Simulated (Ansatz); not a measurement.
`FC(Br)I`, charge 0, multiplicity 1.

Give a relaxed structure at PBE0-D4/def2-TZVP (Ansatz 0.2.0). (Estimate.)

Ansatz gave: 
Cartesian coordinates in Å:
```
F -0.1213 0.7144 1.2331
C -0.1125 0.1348 0.0246
Br -1.0187 -1.5619 0.1107
I 1.9007 -0.0423 -0.6794
H -0.6482 0.7549 -0.6890
```
